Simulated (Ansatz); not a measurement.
`FCC(F)F` + BH₃ → `BC(F)F` + `CF` at 400 K and 1 bar (formal exchange of groups at a C–C bond).

Program: Ansatz. Geometries: PBE0-D4/def2-TZVP. ΔE: electronic, gas phase. CCSD(T)/CBS adds triple-zeta CCSD(T) − MP2 to the extrapolated MP2 energy (def2 sets, frozen cores). This one scheme is used for every species. One conformer a species, not always the lowest.

| species | CCSD(T)/CBS energy (Eh) | H − E (kJ/mol) | S (J/(mol·K)) |
| --- | --- | --- | --- |
| `FCC(F)F` | -377.27138 | 164.7 | 326.0 |
| BH₃ | -26.55200 | 82.6 | 199.4 |
| `BC(F)F` | -264.18920 | 133.1 | 310.4 |
| `CF` | -139.63461 | 117.5 | 234.3 |

H − E and S are ideal-gas, rigid-rotor, harmonic terms from PBE0-D4/def2-TZVP, for one conformer and one mirror image of each species. 1 Eh = 2625.50 kJ/mol, R = 8.31446 J/(mol·K).

Question: By hand: ΔE, ΔH, ΔS and ΔG.

Answer: ΔE = (-264.18920) + (-139.63461) − (-377.27138) − (-26.55200) = -0.00043 Eh = -1.1 kJ/mol. Δ(H − E) = 133.1 + 117.5 − 164.7 − 82.6 = 3.3, so ΔH = 2.2 kJ/mol. ΔS = 310.4 + 234.3 − 326.0 − 199.4 = 19.3 J/(mol·K). ΔG = 2.2 − 400 × (19.3)/1000 = -5.5 kJ/mol.

Question: By hand: the equilibrium constant, and the temperature at which ΔG would vanish if ΔH and ΔS stayed fixed.

Answer: log₁₀ K = −ΔG/(RT ln 10) = 0.7. ΔG = 0 at ΔH/ΔS = 114 K, though so small a ΔH makes that figure unsure.

TΔS isn't small against ΔH here. The sign of ΔG lies within the doubt. A doubt of 5 kJ/mol in ΔE shifts log₁₀ K by 0.7 here. Other conformers and mirror images would add mixing entropy, several J/(mol·K) or more a flexible species. These are equilibria of isolated gas molecules and say nothing of rates. Largest T1 diagnostic: 0.011 (customary marks: 0.02 for closed shells, 0.045 for open ones).
